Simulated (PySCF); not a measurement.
F2H3NSi, SMILES F[SiH](N)F. Atoms are numbered in the order given.

```xyz
7

Si    -0.2150    -0.1194     0.2283
N      1.3914    -0.3068     0.7380
F     -0.5432    -0.8428    -1.1844
F     -0.5048     1.4440    -0.0652
H     -1.1421    -0.6525     1.2420
H      1.6602    -1.0295     1.3950
H      2.1843     0.0909     0.2473
```

Coordinates come from a ωB97X-D3(BJ)/def2-SVP optimisation. One conformer was computed; it need not be the lowest.

Level of theory: PBE/def2-TZVPD (PySCF).

Mulliken values depend strongly on the basis, most of all with diffuse functions as here. ESP charges are fitted to the potential on shells at 1.4 to 2.0 van der Waals radii. Atomic charges (e):

```json
[
 {"atom": "Si1", "Mulliken": "0.43", "ESP fit": "…"},
 {"atom": "N2", "Mulliken": "-0.31", "ESP fit": "…"},
 {"atom": "F3", "Mulliken": "-0.25", "ESP fit": "-0.32"},
 {"atom": "F4", "Mulliken": "-0.25", "ESP fit": "-0.29"},
 {"atom": "H5", "Mulliken": "-0.02", "ESP fit": "-0.12"},
 {"atom": "H6", "Mulliken": "0.20", "ESP fit": "…"},
 {"atom": "H7", "Mulliken": "0.19", "ESP fit": "…"}
]
```

What belongs in the gaps? (An estimate is asked for; the answer gives what the named calculation found.)


- Si1, ESP fit: 0.96
- N2, ESP fit: -1.09
- H6, ESP fit: 0.41
- H7, ESP fit: 0.44
